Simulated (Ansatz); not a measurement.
Ansatz (a program for electronic structure) input (B3LYP-D3(BJ)/def2-TZVP):

Ansatz 0.2 input:
```yaml
crystal:
  periodic: [false, false, false]
  atoms:
    - {symbol: Tl, position_ang: [-0.00000000, -0.00000000, -0.45908937]}
    - {symbol: Cl, position_ang: [0.00000000, 0.00000000, 2.18742580]}
basis:
  gaussian:
    orbitals: def2-TZVP
hamiltonian:
  xc: b3lyp
  dispersion: d3bj
total_charge: 1
magnetization: {spin_polarized: true, initial_magnetization: 1}
phonons: {temperatures: {t_min: 298.15, t_max: 298.15, t_step: 100}}
```

Output:

```
Functional definition: B3LYP
integrals: 0.02 GiB planned
709 factors; their error is unknown
mean field: 0.31 GiB planned
mean field evaluation 1: about -17201.0554 eV, gradient 4.0e1 eV
mean field evaluation 2: about -17041.4525 eV, gradient 1.2e2 eV
mean field evaluation 4: about -17211.7238 eV, gradient 7.5e0 eV
mean field evaluation 8: about -17212.0378 eV, gradient 9.7e-2 eV
mean field evaluation 16: about -17212.1081 eV, gradient 3.8e-5 eV
mean field -17212.10812464 eV, -632.5333067946 hartree, gradient 9.5e-6 eV, S^2 0.755878; 1 other end points of the search recorded, 0 dependent functions left out
the calculation of the forces begins
reference -17212.10832099 eV, -632.5333140103 hartree; 19, 18 occupied and 68, 69 virtual orbitals, 709 factors
these checks for a lower state are left out or cut short: stability, starts, cluster_reference, orbital_swaps, neighbouring_geometries, increment
integrals: 0.02 GiB planned
709 factors; their error is unknown
mean field: 0.31 GiB planned
mean field evaluation 32: about -17212.1081 eV, gradient 1.1e-5 eV
mean field -17212.10812465 eV, -632.5333067949 hartree, gradient 1.0e-6 eV, S^2 0.755878; 0 other end points of the search recorded, 0 dependent functions left out
the calculation of the forces begins
reference -17212.10832100 eV, -632.5333140106 hartree; 19, 18 occupied and 68, 69 virtual orbitals, 709 factors
these checks for a lower state are left out or cut short: stability, starts, cluster_reference, orbital_swaps, neighbouring_geometries, increment
integrals: 0.02 GiB planned
709 factors; their error is unknown
mean field: 0.31 GiB planned
mean field -17212.10812465 eV, -632.5333067949 hartree, gradient 1.0e-6 eV, S^2 0.755878; 0 other end points of the search recorded, 0 dependent functions left out
the calculation of the forces begins
reference -17212.10832100 eV, -632.5333140106 hartree; 19, 18 occupied and 68, 69 virtual orbitals, 709 factors
these checks for a lower state are left out or cut short: stability, starts, cluster_reference, orbital_swaps, neighbouring_geometries, increment
integrals: 0.02 GiB planned
709 factors; their error is unknown
mean field: 0.31 GiB planned
mean field -17212.10812465 eV, -632.5333067949 hartree, gradient 1.0e-6 eV, S^2 0.755878; 0 other end points of the search recorded, 0 dependent functions left out
the calculation of the forces begins
reference -17212.10832100 eV, -632.5333140106 hartree; 19, 18 occupied and 68, 69 virtual orbitals, 709 factors
these checks for a lower state are left out or cut short: stability, starts, cluster_reference, orbital_swaps, neighbouring_geometries, increment
integrals: 0.02 GiB planned
709 factors; their error is unknown
mean field: 0.31 GiB planned
mean field -17212.10812465 eV, -632.5333067949 hartree, gradient 1.0e-6 eV, S^2 0.755878; 0 other end points of the search recorded, 0 dependent functions left out
the calculation of the forces begins
reference -17212.10832100 eV, -632.5333140106 hartree; 19, 18 occupied and 68, 69 virtual orbitals, 709 factors
these checks for a lower state are left out or cut short: stability, starts, cluster_reference, orbital_swaps, neighbouring_geometries, increment
integrals: 0.02 GiB planned
709 factors; their error is unknown
mean field: 0.31 GiB planned
mean field evaluation 64: about -17212.1081 eV, gradient 1.4e-6 eV
mean field -17212.10810704 eV, -632.5333061477 hartree, gradient 1.4e-6 eV, S^2 0.755889; 0 other end points of the search recorded, 0 dependent functions left out
the calculation of the forces begins
reference -17212.10830334 eV, -632.5333133617 hartree; 19, 18 occupied and 68, 69 virtual orbitals, 709 factors
these checks for a lower state are left out or cut short: stability, starts, cluster_reference, orbital_swaps, neighbouring_geometries, increment
integrals: 0.02 GiB planned
709 factors; their error is unknown
mean field: 0.31 GiB planned
mean field -17212.10813413 eV, -632.5333071433 hartree, gradient 2.8e-6 eV, S^2 0.755866; 0 other end points of the search recorded, 0 dependent functions left out
the calculation of the forces begins
reference -17212.10833052 eV, -632.5333143607 hartree; 19, 18 occupied and 68, 69 virtual orbitals, 709 factors
these checks for a lower state are left out or cut short: stability, starts, cluster_reference, orbital_swaps, neighbouring_geometries, increment
integrals: 0.02 GiB planned
709 factors; their error is unknown
mean field: 0.31 GiB planned
mean field -17212.10812465 eV, -632.5333067949 hartree, gradient 1.0e-6 eV, S^2 0.755878; 0 other end points of the search recorded, 0 dependent functions left out
the calculation of the forces begins
reference -17212.10832100 eV, -632.5333140106 hartree; 19, 18 occupied and 68, 69 virtual orbitals, 709 factors
these checks for a lower state are left out or cut short: stability, starts, cluster_reference, orbital_swaps, neighbouring_geometries, increment
integrals: 0.02 GiB planned
709 factors; their error is unknown
mean field: 0.31 GiB planned
mean field -17212.10812465 eV, -632.5333067949 hartree, gradient 1.0e-6 eV, S^2 0.755878; 0 other end points of the search recorded, 0 dependent functions left out
the calculation of the forces begins
reference -17212.10832100 eV, -632.5333140106 hartree; 19, 18 occupied and 68, 69 virtual orbitals, 709 factors
these checks for a lower state are left out or cut short: stability, starts, cluster_reference, orbital_swaps, neighbouring_geometries, increment
integrals: 0.02 GiB planned
709 factors; their error is unknown
mean field: 0.31 GiB planned
mean field -17212.10812465 eV, -632.5333067949 hartree, gradient 1.0e-6 eV, S^2 0.755878; 0 other end points of the search recorded, 0 dependent functions left out
the calculation of the forces begins
reference -17212.10832100 eV, -632.5333140106 hartree; 19, 18 occupied and 68, 69 virtual orbitals, 709 factors
these checks for a lower state are left out or cut short: stability, starts, cluster_reference, orbital_swaps, neighbouring_geometries, increment
integrals: 0.02 GiB planned
709 factors; their error is unknown
mean field: 0.31 GiB planned
mean field evaluation 96: about -17212.1081 eV, gradient 2.4e-5 eV
mean field -17212.10812465 eV, -632.5333067949 hartree, gradient 1.0e-6 eV, S^2 0.755878; 0 other end points of the search recorded, 0 dependent functions left out
the calculation of the forces begins
reference -17212.10832100 eV, -632.5333140106 hartree; 19, 18 occupied and 68, 69 virtual orbitals, 709 factors
these checks for a lower state are left out or cut short: stability, starts, cluster_reference, orbital_swaps, neighbouring_geometries, increment
integrals: 0.02 GiB planned
709 factors; their error is unknown
mean field: 0.31 GiB planned
mean field -17212.10813413 eV, -632.5333071433 hartree, gradient 2.8e-6 eV, S^2 0.755866; 0 other end points of the search recorded, 0 dependent functions left out
the calculation of the forces begins
reference -17212.10833052 eV, -632.5333143607 hartree; 19, 18 occupied and 68, 69 virtual orbitals, 709 factors
these checks for a lower state are left out or cut short: stability, starts, cluster_reference, orbital_swaps, neighbouring_geometries, increment
integrals: 0.02 GiB planned
709 factors; their error is unknown
mean field: 0.31 GiB planned
mean field -17212.10810704 eV, -632.5333061477 hartree, gradient 1.4e-6 eV, S^2 0.755889; 0 other end points of the search recorded, 0 dependent functions left out
the calculation of the forces begins
reference -17212.10830334 eV, -632.5333133617 hartree; 19, 18 occupied and 68, 69 virtual orbitals, 709 factors
Total energy: -17212.18963032 eV, -632.5363020730 hartree
Atom 0 at    -0.000000    -0.000000    -0.459089 Å, force     0.000000    -0.000000    -0.000323 eV/Å
Atom 1 at     0.000000     0.000000     2.187426 Å, force    -0.000000     0.000000     0.000323 eV/Å
Dipole moment:    -0.000000     0.000000    -0.298446 e Å
Vibrations: 108.65 cm⁻¹, zero-point energy 0.006735 eV
```
